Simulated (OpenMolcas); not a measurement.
## Computed transition rates of Mo2+

| Item | Value |
| --- | --- |
| Program | OpenMolcas |
| Method | MS-CASPT2, IPEA 0.25 Eh, imaginary shift 0.1 Eh (closed shells correlated: 4s 4p) |
| Basis | ANO-RCC-VQZP [8s7p5d3f2g1h] |
| Scalar Hamiltonian | DKH2, point nucleus |
| Active space | 4 electrons in 10 orbitals (4d 5d) |
| State averaging | 2S+1 = 5 even, 5 roots; 2S+1 = 3 even, 45 roots; 2S+1 = 1 even, 49 roots |
| Spin-orbit coupling | state interaction with AMFI integrals over the reference wave functions, term energies averaged over their components |

Rates come from the transition moments of the reference wave functions (E1 and E2 in the length form). At fixed line strength A goes as λ^-3 for E1 and M1 and as λ^-5 for E2, so a rate at the computed wavelength can be rescaled to the measured one. Measured vacuum wavelengths follow from level energies in Sugar and Musgrove, J. Phys. Chem. Ref. Data 17, 155 (1988). Branching counts decays inside the model space alone, at computed energies, and the table is only a selection of the E2 and M1 lines, drawn from those between levels with measured partners whose computed energy lies within a factor of 1.5 of the measured one.

```json
{"Upper": "4d4 5D1", "Lower": "4d4 5D0", "Type": "M1", "λ computed (nm)": "41190", "λ measured (nm)": "41320", "A computed (s-1)": "7.65e-04", "A rescaled (s-1)": "7.58e-04", "Branching %": "100.0"}
{"Upper": "4d4 5D2", "Lower": "4d4 5D1", "Type": "M1", "λ computed (nm)": "23300", "λ measured (nm)": "23460", "A computed (s-1)": "4.45e-03", "A rescaled (s-1)": "4.36e-03", "Branching %": "100.0"}
{"Upper": "4d4 3H6", "Lower": "4d4 3H5", "Type": "M1", "λ computed (nm)": "18420", "λ measured (nm)": "18670", "A computed (s-1)": "3.35e-03", "A rescaled (s-1)": "3.22e-03", "Branching %": "99.0"}
{"Upper": "4d4 5D3", "Lower": "4d4 5D2", "Type": "M1", "λ computed (nm)": "17850", "λ measured (nm)": "17990", "A computed (s-1)": "8.11e-03", "A rescaled (s-1)": "7.92e-03", "Branching %": "100.0"}
{"Upper": "4d4 3H5", "Lower": "4d4 3H4", "Type": "M1", "λ computed (nm)": "17040", "λ measured (nm)": "16780", "A computed (s-1)": "4.97e-03", "A rescaled (s-1)": "5.20e-03", "Branching %": "94.4"}
{"Upper": "4d4 5D4", "Lower": "4d4 5D3", "Type": "M1", "λ computed (nm)": "15250", "λ measured (nm)": "15420", "A computed (s-1)": "7.60e-03", "A rescaled (s-1)": "7.35e-03", "Branching %": "100.0"}
{"Upper": "4d4 3G5", "Lower": "4d4 3F4(1)", "Type": "M1", "λ computed (nm)": "3928", "λ measured (nm)": "4135", "A computed (s-1)": "5.34e-02", "A rescaled (s-1)": "", "Branching %": "32.9"}
{"Upper": "4d4 3G5", "Lower": "4d4 3H5", "Type": "M1", "λ computed (nm)": "2746", "λ measured (nm)": "2908", "A computed (s-1)": "5.89e-02", "A rescaled (s-1)": "", "Branching %": "36.3"}
{"Upper": "4d4 1I6", "Lower": "4d4 3H6", "Type": "M1", "λ computed (nm)": "1547", "λ measured (nm)": "1543", "A computed (s-1)": "1.54e-01", "A rescaled (s-1)": "", "Branching %": "53.2"}
{"Upper": "4d4 1G4(1)", "Lower": "4d4 3F4(1)", "Type": "M1", "λ computed (nm)": "1449", "λ measured (nm)": "1583", "A computed (s-1)": "4.69e-01", "A rescaled (s-1)": "", "Branching %": "40.9"}
{"Upper": "4d4 1I6", "Lower": "4d4 3H5", "Type": "M1", "λ computed (nm)": "1427", "λ measured (nm)": "1426", "A computed (s-1)": "1.34e-01", "A rescaled (s-1)": "", "Branching %": "46.5"}
{"Upper": "4d4 1D2(1)", "Lower": "4d4 3F3(1)", "Type": "M1", "λ computed (nm)": "1025", "λ measured (nm)": "1129", "A computed (s-1)": "3.44e-01", "A rescaled (s-1)": "", "Branching %": "33.6"}
{"Upper": "4d4 3P0(1)", "Lower": "4d4 5D1", "Type": "M1", "λ computed (nm)": "898.7", "λ measured (nm)": "916.8", "A computed (s-1)": "1.27e+00", "A rescaled (s-1)": "", "Branching %": "99.9"}
{"Upper": "4d4 3H4", "Lower": "4d4 5D4", "Type": "M1", "λ computed (nm)": "895.1", "λ measured (nm)": "925.3", "A computed (s-1)": "3.74e-02", "A rescaled (s-1)": "", "Branching %": "82.8"}
{"Upper": "4d4 1S0", "Lower": "4d4 3P1(1)", "Type": "M1", "λ computed (nm)": "890.5", "λ measured (nm)": "954.2", "A computed (s-1)": "1.96e+00", "A rescaled (s-1)": "", "Branching %": "99.7"}
{"Upper": "4d4 3P1(1)", "Lower": "4d4 5D2", "Type": "M1", "λ computed (nm)": "838", "λ measured (nm)": "844.4", "A computed (s-1)": "9.50e-01", "A rescaled (s-1)": "", "Branching %": "89.3"}
{"Upper": "4d4 3F4(1)", "Lower": "4d4 5D4", "Type": "M1", "λ computed (nm)": "777.9", "λ measured (nm)": "804.9", "A computed (s-1)": "6.27e-01", "A rescaled (s-1)": "", "Branching %": "77.9"}
{"Upper": "4d4 3F3(1)", "Lower": "4d4 5D3", "Type": "M1", "λ computed (nm)": "759", "λ measured (nm)": "785.9", "A computed (s-1)": "3.83e-01", "A rescaled (s-1)": "", "Branching %": "64.3"}
{"Upper": "4d4 3P2(1)", "Lower": "4d4 5D3", "Type": "M1", "λ computed (nm)": "754.7", "λ measured (nm)": "761.4", "A computed (s-1)": "6.05e-01", "A rescaled (s-1)": "", "Branching %": "85.7"}
{"Upper": "4d4 3F2(1)", "Lower": "4d4 5D2", "Type": "M1", "λ computed (nm)": "729.3", "λ measured (nm)": "754.1", "A computed (s-1)": "1.98e-01", "A rescaled (s-1)": "", "Branching %": "59.2"}
{"Upper": "4d4 3F2(1)", "Lower": "4d4 5D1", "Type": "M1", "λ computed (nm)": "707.1", "λ measured (nm)": "730.6", "A computed (s-1)": "1.24e-01", "A rescaled (s-1)": "", "Branching %": "37.0"}
{"Upper": "4d4 3G4", "Lower": "4d4 5D4", "Type": "M1", "λ computed (nm)": "667.8", "λ measured (nm)": "693.9", "A computed (s-1)": "7.62e-02", "A rescaled (s-1)": "", "Branching %": "49.4"}
{"Upper": "4d4 1G4(2)", "Lower": "4d4 1I6", "Type": "E2", "λ computed (nm)": "569.4", "λ measured (nm)": "630", "A computed (s-1)": "1.32e+00", "A rescaled (s-1)": "7.96e-01", "Branching %": "44.8"}
{"Upper": "4d4 3D3", "Lower": "4d4 5D4", "Type": "M1", "λ computed (nm)": "547.9", "λ measured (nm)": "567.7", "A computed (s-1)": "3.69e-01", "A rescaled (s-1)": "", "Branching %": "57.1"}
{"Upper": "4d4 3D2", "Lower": "4d4 5D1", "Type": "M1", "λ computed (nm)": "500.6", "λ measured (nm)": "517.2", "A computed (s-1)": "2.01e-01", "A rescaled (s-1)": "", "Branching %": "34.2"}
```

Spin-changing lines and M1 lines between different terms are not rescaled, since their strength hangs on the term gaps too.

The largest correction is for 4d4 1G4(2) → 4d4 1I6 (E2): 1.32e+00 × (569.4 / 630)^5 = 7.96e-01 s-1, a factor of 0.60.

The computed rate and branching of 4d4 5D1 → 4d4 5D0 give the upper level a radiative lifetime of 1.000 / 7.65e-04 s-1 = 1.31e+03 s, counting decays inside the model space alone. The rescaled rate gives about 1.3e+03 s.

The computed order of these levels differs from the measured one in 2 places, and where term gaps are wrong the rates of spin-changing lines can be off by large factors.

These are rates of the free ion; in crystals, glasses and complexes forced electric-dipole and non-radiative decay shorten such lifetimes by orders of magnitude. No measured rate stands beside these. Rescaling mends the energy factor alone: line strengths can still be far off where a level mixes with configurations outside the active space, and weak or spin-changing lines hang on small mixing coefficients that depend on the term gaps too, so rescaling need not improve them.

Term energies are means over components that CASPT2 splits; among the terms shown or strongly mixed into the levels shown the widest spread is 920 cm-1 (4d4 1I). Active for correlation alone: 5d; no level in the range computed is led by a configuration that fills it, so any true level of that kind is missing. The CASPT2 spread within a term exceeds the gap to the next term for 4d4 3P(1) and 4d4 3H, 4d4 3D and 4d4 1I, 4d4 1I and 4d4 1G(1), so the order of their levels is uncertain. Measured partners are found by configuration, term and J. A level has none where our copy of the source lacks it or the pairing is in doubt (some pairs that miss far off the trend of their configuration count as doubtful). Only configurations of the active space appear.

A number in round brackets counts repeated terms of one configuration in the order of the reference energies.
